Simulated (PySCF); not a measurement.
## Electric field gradients and quadrupole coupling constants

C₅H₁₁NSSi₂.
Z-matrix (Å and degrees, GFN2-xTB geometry), rows numbered from 1:
```
C 
C   1  1.4945
C   2  1.4204  1  122.93
C   3  1.3525  2  113.62  1  -178.11
S   4  1.7252  3  111.75  2    -0.53
C   2  1.3641  1  124.81  3  -178.26
N   6  1.3842  2  128.56  1    -1.82
Si  7  1.7463  6  116.44  2   129.20
Si  7  1.7471  6  119.01  2   -62.10
H   1  1.0893  2  109.97  3    43.81
H   1  1.0873  2  110.36  3   164.24
H   1  1.0905  2  110.68  3   -75.62
H   3  1.0761  2  122.75  1     1.24
H   4  1.0711  3  128.91  2   179.51
H   8  1.4646  7  110.58  6    79.88
H   8  1.4587  7  104.44  6  -160.01
H   8  1.4614  7  106.39  6   -40.74
H   9  1.4591  7  106.48  6    -1.72
H   9  1.4643  7  107.92  6   118.78
H   9  1.4630  7  108.66  6  -121.25
```

Field gradients from the PBE0/pcSseg-1 density (PySCF, non-relativistic), principal values in atomic units, ordered |Vxx| ≤ |Vyy| ≤ |Vzz|:

```csv
atom,Vxx,Vyy,Vzz
S5,-0.2593,-1.5667,1.8260
N7,0.1970,0.6414,-0.8384
```

Task: Find the asymmetry η = (Vxx − Vyy)/Vzz and the couplings χ = eQV/h (234.96 MHz × Q in barn × V in au), with Q(33S) = −0.0678 b, Q(14N) = 0.02044 b.

Result: 
```tsv
atom	environment	nucleus	η	χzz (MHz)	χxx (MHz)	χyy (MHz)
S5	thiophene-type sulfur	33S	0.72	-29.09	4.13	24.96
N7	nitrogen bridging silicon atoms	14N	0.53	-4.026	0.946	3.080
```

The tensor is traceless: Vxx + Vyy + Vzz = 0.

Task: What is Vzz at S5 in SI units (1 au = 9.71736 × 10²¹ V/m²)?

Result: 1.8260 au = 17.744 × 10²¹ V/m².

Task: What couplings would deuterons (Q(2H) = 0.00286 b) have in place of the hydrogens, at this geometry?

Result: 
```tsv
atom	bonded to	bond length (Å)	Vzz (au)	η	χzz (kHz)
H10	C1	1.089	0.3118	0.02	209
H11	C1	1.087	0.3129	0.02	210
H12	C1	1.090	0.3096	0.01	208
H13	C3	1.076	0.3381	0.07	227
H14	C4	1.071	0.3490	0.10	235
H15	Si8	1.465	0.1594	0.03	107
H16	Si8	1.459	0.1634	0.05	110
H17	Si8	1.461	0.1620	0.03	109
H18	Si9	1.459	0.1634	0.03	110
H19	Si9	1.464	0.1608	0.02	108
H20	Si9	1.463	0.1607	0.04	108
```

Geometry: GFN2-xTB; no solvent, vibrations or thermal averaging. GFN2-xTB bond lengths can be off by several hundredths of an ångström, more for odd bonds, and the gradients follow them. The small basis limits the accuracy of the gradients.
